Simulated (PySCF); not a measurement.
# How methods differ on the excitation energy of P⁺

P⁺ [Ne] 3s2 3p2 (3P) → P⁺ [Ne] 3s1 3p2 4s1 (5P), as a difference of total energies. Calculation: PySCF 2.14, in aug-cc-pwCVDZ (6s5p3d, 36 functions); the non-relativistic Hamiltonian (point nucleus). Correlated levels: valence: [Ne] frozen; valence and next inner shell: 1s2 frozen; nothing frozen. The calculations carry no spin-orbit coupling.

| method | excitation energy (eV) |
| --- | --- |
| UHF | 15.786 |
| PBE | 17.417 |
| M06-2X | 17.777 |
| BHandHLYP | 17.666 |
| MP2 (valence) | 16.802 |
| SCS-MP2 (valence) | 17.144 |
| MP2 (valence and next inner shell) | 16.991 |
| SCS-MP2 (valence and next inner shell) | 17.288 |
| MP2 (all electrons) | 16.989 |
| SCS-MP2 (all electrons) | 17.287 |

Problem. How much does correlation contribute at MP2 (all electrons)?

Solution. 16.989 − (15.786) = 1.203 eV, measured against UHF.

The promoted electron is Rydberg-like, and one or two diffuse shells describe it only roughly, which tends to raise the upper state.
